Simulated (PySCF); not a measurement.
## How methods differ on the excitation energy of Re⁺

Re⁺ [Xe] 4f14 5d5 6s1 (7S) → Re⁺ [Xe] 4f14 5d5 6p1 (7P), as a difference of total energies. Calculation: PySCF 2.14, in aug-cc-pVQZ-PP with ECP60MDF; scalar relativity through the core potential. Correlated levels: valence: 5s2 5p6 frozen. The calculations carry no spin-orbit coupling.

```tsv
method	excitation energy (eV)
UHF	5.673
LDA	6.081
PBE	5.986
PBE0	5.963
r2SCAN	6.208
r2SCAN0	6.145
PBEsol	6.058
PW91	6.000
MP2 (valence)	5.899
SCS-MP2 (valence)	5.748
```

Q: How much does correlation contribute at MP2 (valence)?

A: 5.899 − (5.673) = 0.226 eV, measured against UHF.
